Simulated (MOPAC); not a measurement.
MOPAC input (PM3):

```
PM3 PRECISE GNORM=0.05 LET XYZ GEO-OK AUX(PRECISION=9) THREADS=1
F2Ge

Ge    0.01086032 1   -0.00616844 1    0.41757255 1
F     0.63163470 1    1.16043427 1   -0.74230093 1
F    -0.67024917 1   -1.13850205 1   -0.74240146 1
```

From the last part of the output:

```
                                                       MOPAC v23.2.5 Linux

          FINAL HEAT OF FORMATION =        -82.56366 KCAL/MOL =    -345.44637 KJ/MOL

          COSMO AREA              =         88.83 SQUARE ANGSTROMS
          COSMO VOLUME            =         75.00 CUBIC ANGSTROMS

          GRADIENT NORM           =          0.00819          =       0.00473 PER ATOM
          IONIZATION POTENTIAL    =          9.579096 EV
          HOMO LUMO ENERGIES (EV) =         -9.579 -3.395
          NO. OF FILLED LEVELS    =          9
          MOLECULAR WEIGHT        =        110.5868         POINT GROUP:  C2v

          MOLECULAR DIMENSIONS (Angstroms)

            Atom       Atom       Distance
            F     3    F     2     2.90412
            F     2   Ge     1     0.86728
           Ge     1    F     3     0.00000

          SCF CALCULATIONS        =         12

   ATOM   CHEMICAL          X               Y               Z
  NUMBER   SYMBOL      (ANGSTROMS)     (ANGSTROMS)     (ANGSTROMS)

     1      Ge          0.00700504  *  -0.00398105  *   0.26937795  *
     2       F          0.69999207  *   1.27235190  *  -0.59745817  *
     3       F         -0.73107064  *  -1.25469536  *  -0.59756838  *

                             CARTESIAN COORDINATES

   1   Ge        0.007005044    -0.003981052     0.269377946
   2    F        0.699992074     1.272351899    -0.597458174
   3    F       -0.731070639    -1.254695364    -0.597568377

           Empirical Formula: Ge F2  =     3 atoms

      MOLECULAR POINT GROUP   :   C2v

                  EIGENVALUES
 -21.90601 -20.57290 -17.19417 -16.89028 -16.16613 -16.06825 -15.93891 -15.43226
  -9.57910  -3.39522   0.04295   2.26283

              NET ATOMIC CHARGES AND DIPOLE CONTRIBUTIONS

  ATOM NO.   TYPE          CHARGE      No. of ELECS.   s-Pop       p-Pop
    1         Ge           0.484829        3.5152     0.35085     3.16432
    2          F          -0.242416        7.2424     1.61591     5.62650
    3          F          -0.242414        7.2424     1.61591     5.62651
 DIPOLE           X         Y         Z       TOTAL
 POINT-CHG.     0.052    -0.030     2.019     2.020
 HYBRID         0.049    -0.028     1.866     1.867
 SUM            0.101    -0.057     3.885     3.887

          ATOMIC ORBITAL ELECTRON POPULATIONS

     Atom    s        px        py        pz
    1 Ge   0.35085   1.69078   1.03872   0.43482
    2  F   1.61591   1.94676   1.82497   1.85477
    3  F   1.61591   1.94226   1.82949   1.85476

 **********************
 *                    *
 * JOB ENDED NORMALLY *
 *                    *
 **********************

 == MOPAC DONE ==
```
